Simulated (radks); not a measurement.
Species: Mg7+. Configuration: [He] 2s2 2p1.

Calculated with a radial shooting solver on a logarithmic mesh with Libxc functionals: scalar-relativistic Kohn-Sham, r2SCAN, spin-polarised, spherical densities, finite nucleus; open shells are filled with parallel spins first; meta-GGA in the generalised Kohn-Sham scheme; Fermi nuclear charge, rms radius 3.057 fm.

Energy parts (hartree):
| part | energy |
|---|---|
| total | -172.08883 |
| kinetic | 172.53635 |
| electron-nucleus | -369.09264 |
| Hartree | 34.99302 |
| exchange-correlation | -10.52556 |

Orbitals (lengths in bohr, moments of r in powers of bohr):
orbital  occ.  eigenvalue (hartree)     <r>     <r^4>
1s up       1             -55.96840  0.1299  0.001333
1s down     1             -55.85735  0.1296  0.001315
2s up       1             -10.07611  0.5862    0.2743
2s down     1              -9.83455  0.5926    0.2872
2p up       1              -9.03983  0.5240    0.2155
2p down     0              -8.76105  0.5320    0.2303

The highest occupied level is 2p up at -245.99 eV. The electron density at the nucleus is 1193 e/bohr^3 (large components only). Spin moment in Bohr magnetons: 1.
